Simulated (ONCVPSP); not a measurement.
**Varying the ONCV potential for vanadium (V)**

Base potential:

- Element: V (Z = 23)
- Generator: ONCVPSP 4.0.1
- Type: optimised norm-conserving Vanderbilt (ONCV)
- Functional: PBE
- Relativity: scalar-relativistic
- Frozen core: [Ne]
- Valence charge: 13
- Reference configuration: 3s2 3p6 3d3 4s2
- Partial waves: 3s+4s: rc 1.25 bohr, ncon 4, nbas 7, qcut 10.9 1/bohr, 3 projectors, debl 3.2 Ha; 3p: rc 1.65 bohr, ncon 4, nbas 8, qcut 8.8 1/bohr, 3 projectors, debl 3.4 Ha; 3d: rc 1.25 bohr, ncon 4, nbas 9, qcut 14 1/bohr, 3 projectors, debl 1.5 Ha
- Local potential: polynomial inside 1.15 bohr (lpopt 5, dvloc0 6 Ha)
- Core correction: none

All-electron outer shells of the reference configuration (PBE, scalar-relativistic, ld1.x):

```
shell  level (eV)  outermost node (bohr)  outermost maximum (bohr)
   2p     -503.16                      –                      0.21
   3s      -70.24                   0.38                      0.82
   3p      -44.04                   0.35                      0.84
   3d       -5.16                      –                      0.90
   4s       -4.70                   1.17                      2.76
```

Cutoffs, loose and tight: the cutoffs (Ha) at which the residual kinetic energy of the hardest occupied pseudo-wave falls to 1 and 0.1 mHa per electron. They do not see the model core or the augmentation charge, which bear on the density cutoff. Test errors are all-electron minus pseudo excitation energies from the reference, over the configurations 3s2 3p6 3d3 4s1; 3s2 3p6 3d3 4s0; 3s2 3p6 3d2 4s0; 3s1 3p6 3d3 4s2. A dash means not determined; rows that change the core or the reference have their own tests.

| change | outcome | cutoff, loose | cutoff, tight | bound ghosts | GHOST(+) flags above zero | largest test error (meV) |
| --- | --- | --- | --- | --- | --- | --- |
| base | generated | 63 Ha | 73 Ha | none | none | -22 |
| s: qcut 7 | generated | 63 Ha | 74 Ha | none | none | -41 |
| s: qcut 9.4 | generated | 63 Ha | 73 Ha | none | none | -29 |
| s: qcut 12.2 | generated | 63 Ha | 73 Ha | none | s | -16 |
| s: qcut 13.3 | failed: ERROR pspot: first pseudo wave function has node, program will stop | – | – | – | – | – |
| s: qcut 15.1 | failed: ERROR pspot: first pseudo wave function has node, program will stop | – | – | – | – | – |
| s: qcut 16.1 | failed: oncvpsp: lschvkbb ERROR 2 0 100 | – | – | – | – | – |

Q: What comes out with this change to the base: s: qcut 8.4?

A: outcome: generated; cutoff, loose: 63 Ha; cutoff, tight: 73 Ha; bound ghosts: none; GHOST(+) flags above zero: none; largest test error (meV): -34.

Reading the sweep of the qcut of the s channel (base included, trends over the rows without a ghost): The loose cutoff stays near 63 Ha. The median size of the test errors (rows with all tests solved) rises from 1.8 meV at 7 to 3.0 meV at 12.2 1/bohr. The generation fails at 13.3, 15.1, 16.1 1/bohr.
